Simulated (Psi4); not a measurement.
Psi4 input (wB97X-D/6-311+G**):

```
memory 1500 MB

molecule {
0 1
C     1.08331400   -0.36964600    0.01428200
C    -0.11449800    0.29184600   -0.57145900
O    -1.13643200    0.27846500    0.23147500
H     1.39523300   -1.17287000   -0.65956300
H     1.90627700    0.35094900    0.01626500
H     0.93967900   -0.77368300    1.03389600
H    -0.96263400   -0.16531700    1.10066700
symmetry c1
no_reorient
no_com
}

set {
  basis 6-311+G**
  reference rks
  scf_type pk
  dft_radial_points 99
  dft_spherical_points 590
  e_convergence 1e-8
  d_convergence 1e-7
  maxiter 150
}

e = energy('wb97x-d')
print_out(f'\nFINAL {e:.10f} DIPOLE {variable("CURRENT DIPOLE")[0]:.6f} {variable("CURRENT DIPOLE")[1]:.6f} {variable("CURRENT DIPOLE")[2]:.6f}\n')
```

Output:

```
   => Loading Basis Set <=

    Name: 6-311+G**
    Role: ORBITAL
    Keyword: BASIS
    atoms 1-2 entry C          line   129 file 6-311pgss.gbs
    atoms 3   entry O          line   171 file 6-311pgss.gbs
    atoms 4-7 entry H          line    42 file 6-311pgss.gbs

   => WB97X-D: Empirical Dispersion <=

    Chai and Head-Gordon Dispersion Correction
    Chai, J.-D.; Head-Gordon, M. (2010), J. Chem. Phys., 132: 6615-6620

        s6 =       1.000000

         ---------------------------------------------------------
                                   SCF
               by Justin Turney, Rob Parrish, Andy Simmonett
                          and Daniel G. A. Smith
                              RKS Reference
         ---------------------------------------------------------

  ==> Geometry <==

    Molecular point group: c1
    Full point group: C1

    Geometry (in Angstrom), charge = 0, multiplicity = 1:

       Center              X                  Y                   Z               Mass
    ------------   -----------------  -----------------  -----------------  -----------------
         C            1.083314000000    -0.369646000000     0.014282000000    12.000000000000
         C           -0.114498000000     0.291846000000    -0.571459000000    12.000000000000
         O           -1.136432000000     0.278465000000     0.231475000000    15.994914619570
         H            1.395233000000    -1.172870000000    -0.659563000000     1.007825032230
         H            1.906277000000     0.350949000000     0.016265000000     1.007825032230
         H            0.939679000000    -0.773683000000     1.033896000000     1.007825032230
         H           -0.962634000000    -0.165317000000     1.100667000000     1.007825032230

  Running in c1 symmetry.

  Rotational constants: A =      1.73831  B =      0.35313  C =      0.31004 [cm^-1]
  Rotational constants: A =  52113.23996  B =  10586.51466  C =   9294.84208 [MHz]
  Nuclear repulsion =   69.688819683812881

  Charge       = 0
  Multiplicity = 1
  Electrons    = 24
  Nalpha       = 12
  Nbeta        = 12

  ==> Algorithm <==

  SCF Algorithm Type is PK.
  DIIS enabled.
  MOM disabled.
  Fractional occupation disabled.
  Guess Type is SAD.
  Energy threshold   = 1.00e-08
  Density threshold  = 1.00e-07
  Integral threshold = 1.00e-12

  ==> Primary Basis <==

  Basis Set: 6-311+G**
    Blend: 6-311+G**
    Number of shells: 46
    Number of basis functions: 90
    Number of Cartesian functions: 93
    Spherical Harmonics?: true
    Max angular momentum: 2

  ==> DFT Potential <==

   => LibXC <=

    Version 7.1.2
    S. Lehtola, C. Steigemann, M. J. T. Oliveira, and M. A. L. Marques,  SoftwareX 7, 1–5 (2018) (10.1016/j.softx.2017.11.002)

   => Composite Functional: WB97X-D <=

    wB97X-D Hyb-GGA Exchange-Correlation Functional

    J.-D. Chai and M. Head-Gordon,  Phys. Chem. Chem. Phys. 10, 6615–6620 (2008) (10.1039/B810189B)

    Deriv               =              1
    GGA                 =           TRUE
    Meta                =          FALSE

    Exchange Hybrid     =           TRUE
    MP2 Hybrid          =          FALSE

   => Exchange-Correlation Functionals <=

    1.0000   wB97X-D range-separated functional

   => Exact (HF) Exchange <=

    0.7780            HF,LR [omega = 0.2000]
    0.2220               HF

   => LibXC Density Thresholds  <==

    XC_HYB_GGA_XC_WB97X_D:  1.00E-14

   => Molecular Quadrature <=

    Radial Scheme          =       TREUTLER
    Pruning Scheme         =           NONE
    Nuclear Scheme         =       TREUTLER

    Blocking Scheme        =         OCTREE
    BS radius alpha        =              1
    Pruning alpha          =              1
    Radial Points          =             99
    Spherical Points       =            590
    Total Points           =         392592
    Total Blocks           =           2804
    Max Points             =            256
    Max Functions          =             90
    Weights Tolerance      =       1.00E-15

  ==> Integral Setup <==

  Using in-core PK algorithm.
   Calculation information:
      Number of atoms:                   7
      Number of AO shells:              46
      Number of primitives:             81
      Number of atomic orbitals:        93
      Number of basis functions:        90

      Integral cutoff                 1.00e-12
      Number of threads:                 1

  Performing in-core PK
  Using 25159680 doubles for integral storage.
  We computed 571267 shell quartets total.
  Whereas there are 584821 unique shell quartets.

  Computing range-separated integrals for PK
  We computed 571267 wK shell quartets total.
  Whereas there are 584821 wK unique shell quartets.

  ==> DiskJK: Disk-Based J/K Matrices <==

    J tasked:                  Yes
    K tasked:                  Yes
    wK tasked:                 Yes
    Omega:               2.000E-01
    Schwarz Cutoff:          1E-12


  Cached 50.0% of DFT collocation blocks in 0.449 [GiB].

  Minimum eigenvalue in the overlap matrix is 1.8733403134E-04.
  Reciprocal condition number of the overlap matrix is 2.2605727029E-05.
    Using symmetric orthogonalization.

  ==> Pre-Iterations <==

  SCF Guess: Superposition of Atomic Densities via on-the-fly atomic UHF (no occupation information).

   -------------------------
    Irrep   Nso     Nmo
   -------------------------
     A         90      90
   -------------------------
    Total      90      90
   -------------------------

  ==> Iterations <==

                        Total Energy        Delta E     RMS |[F,P]|

   @RKS iter SAD:  -153.09792025917312   -1.53098e+02   0.00000e+00
   @RKS iter   1:  -153.55248703714454   -4.54567e-01   6.90889e-03 DIIS/ADIIS
   @RKS iter   2:  -153.63622694909699   -8.37399e-02   5.57033e-03 DIIS/ADIIS
   @RKS iter   3:  -153.73500531238753   -9.87784e-02   8.38487e-04 DIIS/ADIIS
   @RKS iter   4:  -153.73685690553575   -1.85159e-03   3.19113e-04 DIIS/ADIIS
   @RKS iter   5:  -153.73723514411355   -3.78239e-04   4.37401e-05 DIIS
   @RKS iter   6:  -153.73725219139916   -1.70473e-05   9.95471e-06 DIIS
   @RKS iter   7:  -153.73725369373915   -1.50234e-06   3.11374e-06 DIIS
   @RKS iter   8:  -153.73725387040867   -1.76670e-07   1.19766e-06 DIIS
   @RKS iter   9:  -153.73725388344656   -1.30379e-08   4.23340e-07 DIIS
   @RKS iter  10:  -153.73725388528075   -1.83420e-09   8.56332e-08 DIIS
  Energy and wave function converged.

  ==> Post-Iterations <==

   Electrons on quadrature grid:
      Ntotal   =   23.9999999343 ; deviation = -6.575e-08

    Orbital Energies [Eh]
    ---------------------

    Doubly Occupied:

       1A    -19.329360     2A    -10.354994     3A    -10.296853
       4A     -1.214012     5A     -0.860417     6A     -0.741468
       7A     -0.598529     8A     -0.547840     9A     -0.543896
      10A     -0.482895    11A     -0.464382    12A     -0.300223

    Virtual:

      13A      0.031598    14A      0.059323    15A      0.082964
      16A      0.100326    17A      0.101965    18A      0.134696
      19A      0.140475    20A      0.152025    21A      0.165890
      22A      0.203319    23A      0.210178    24A      0.226187
      25A      0.258087    26A      0.282914    27A      0.298482
      28A      0.342630    29A      0.350418    30A      0.374532
      31A      0.434133    32A      0.483733    33A      0.500294
      34A      0.550305    35A      0.578917    36A      0.640984
      37A      0.660662    38A      0.668056    39A      0.681603
      40A      0.729085    41A      0.770547    42A      0.889859
      43A      0.934355    44A      1.009395    45A      1.046961
      46A      1.095671    47A      1.100740    48A      1.254289
      49A      1.352214    50A      1.435898    51A      1.494291
      52A      1.508806    53A      1.586280    54A      1.598274
      55A      1.630516    56A      1.631943    57A      1.668475
      58A      1.696293    59A      1.819932    60A      1.927420
      61A      1.946401    62A      2.044215    63A      2.088067
      64A      2.225752    65A      2.303411    66A      2.366023
      67A      2.510309    68A      2.553760    69A      2.575697
      70A      2.580466    71A      2.608447    72A      2.723423
      73A      2.813632    74A      2.815704    75A      3.032139
      76A      3.111593    77A      3.137726    78A      3.291644
      79A      3.438577    80A      3.692017    81A      3.822876
      82A      3.860390    83A      3.941570    84A      4.216068
      85A      5.025427    86A      5.371596    87A      5.744393
      88A     23.803715    89A     24.060287    90A     49.952886

    Final Occupation by Irrep:
              A
    DOCC [    12 ]
    NA   [    12 ]
    NB   [    12 ]

  @RKS Final Energy:  -153.73725388528075

   => Energetics <=

    Nuclear Repulsion Energy =             69.6888196838128806
    One-Electron Energy =                -345.6383049919621158
    Two-Electron Energy =                 136.5705716308420676
    DFT Exchange-Correlation Energy =     -14.3571806916954774
    Empirical Dispersion Energy =          -0.0011595162781089
    VV10 Nonlocal Energy =                  0.0000000000000000
    Total Energy =                       -153.7372538852807509

Computation Completed

Properties will be evaluated at   0.000000,   0.000000,   0.000000 [a0]

Properties computed using the SCF density matrix

 Multipole Moments:

 ------------------------------------------------------------------------------------
     Multipole            Electronic (a.u.)      Nuclear  (a.u.)        Total (a.u.)
 ------------------------------------------------------------------------------------

 L = 1.  Multiply by 2.5417464519 to convert [e a0] to [Debye]
 Dipole X            :          0.5514716           -0.0000094            0.5514622
 Dipole Y            :         -0.6575001           -0.0000019           -0.6575020
 Dipole Z            :          1.0654918            0.0000057            1.0654975
 Magnitude           :                                                    1.3681025

 ------------------------------------------------------------------------------------

FINAL -153.7372538853 DIPOLE 0.551462 -0.657502 1.065497

*** Psi4 exiting successfully. Buy a developer a beer!
```

The geometry given is a B3LYP-D3(BJ)/def2-TZVP minimum.
